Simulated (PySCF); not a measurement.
Magnetic susceptibility: `O[C@@H]1C[C@]2(Cl)C[C@@H]3[C@H]1[C@@H]32`, C$_{7}$H$_{9}$ClO

Molfile (atoms numbered from 1):
```
C7H9ClO
     RDKit          3D

 18 20  0  0  0  0  0  0  0  0999 V2000
    1.6609    0.8018   -1.2079 O   0  0  0  0  0  0  0  0  0  0  0  0
    1.3668   -0.1788   -0.2361 C   0  0  2  0  0  0  0  0  0  0  0  0
    0.3542   -1.1807   -0.8193 C   0  0  0  0  0  0  0  0  0  0  0  0
   -0.9583   -0.7541   -0.1777 C   0  0  2  0  0  0  0  0  0  0  0  0
   -2.2667   -1.9127   -0.4117 Cl  0  0  0  0  0  0  0  0  0  0  0  0
   -1.2748    0.7157   -0.5135 C   0  0  0  0  0  0  0  0  0  0  0  0
   -0.6462    1.0947    0.8186 C   0  0  2  0  0  0  0  0  0  0  0  0
    0.6686    0.3757    1.0011 C   0  0  1  0  0  0  0  0  0  0  0  0
   -0.6196   -0.3394    1.2644 C   0  0  2  0  0  0  0  0  0  0  0  0
    2.1581    1.5148   -0.7937 H   0  0  0  0  0  0  0  0  0  0  0  0
    2.2977   -0.6894    0.0571 H   0  0  0  0  0  0  0  0  0  0  0  0
    0.3247   -1.1041   -1.9048 H   0  0  0  0  0  0  0  0  0  0  0  0
    0.6065   -2.2014   -0.5338 H   0  0  0  0  0  0  0  0  0  0  0  0
   -0.8085    1.1056   -1.4163 H   0  0  0  0  0  0  0  0  0  0  0  0
   -2.3435    0.9159   -0.5253 H   0  0  0  0  0  0  0  0  0  0  0  0
   -0.8923    1.9797    1.3831 H   0  0  0  0  0  0  0  0  0  0  0  0
    1.2861    0.6892    1.8316 H   0  0  0  0  0  0  0  0  0  0  0  0
   -0.9225   -0.8260    2.1725 H   0  0  0  0  0  0  0  0  0  0  0  0
  1  2  1  0
  2  3  1  0
  3  4  1  0
  4  5  1  1
  4  6  1  0
  6  7  1  0
  7  8  1  0
  8  9  1  0
  8  2  1  0
  9  4  1  0
  9  7  1  0
  1 10  1  0
  2 11  1  1
  3 12  1  0
  3 13  1  0
  6 14  1  0
  6 15  1  0
  7 16  1  1
  8 17  1  1
  9 18  1  1
M  END
```

Theory: PySCF, GIAO B3LYP/pcSseg-1 magnetisability, rotational g tensor and spin-rotation constants, non-relativistic, gas phase. Geometry: GFN2-xTB.

Q: What are the magnetisability and the molar susceptibility?

A: Isotropic -1574 × 10⁻³⁰ J/T², or -94.8 × 10⁻⁶ cm³/mol; principal values -1705, -1577, -1440 × 10⁻³⁰ J/T², anisotropy 230 × 10⁻³⁰ J/T² (root of half the summed squared differences of the principal values). The susceptibility is in cgs units.

Q: Split it along the inertial axes a, b, c into diamagnetic and paramagnetic parts about the centre of mass, with the quadrupole moment.

A: 
| axis | χ (10⁻⁶ cm³/mol) | diamagnetic (10⁻⁶ cm³/mol) | paramagnetic (10⁻⁶ cm³/mol) | summed x² of all electrons (Å²) | quadrupole Θ (D Å) |
| --- | --- | --- | --- | --- | --- |
| a | -93.4 | -580.2 | 486.8 | 207.5 | +0.16 |
| b | -97.1 | -1101.7 | 1004.6 | 84.6 | -0.39 |
| c | -93.8 | -1238.9 | 1145.0 | 52.2 | +0.23 |

Anisotropies 2χaa − χbb − χcc = +4.2 and 2χbb − χaa − χcc = -7.0 × 10⁻⁶ cm³/mol. Θ is traceless in Buckingham's convention.

Q: And the rotational g tensor?

A: 
```
axis  rotational constant (GHz)        g  nuclear part  electronic part
   a                     2.7118  -0.0171        0.6031          -0.6202
   b                     1.1559  -0.0051        0.5404          -0.5455
   c                     1.0167  -0.0062        0.5407          -0.5469
```
Asymmetric top; isotopes 12C, 35Cl, 1H, 16O; no vibrational averaging.
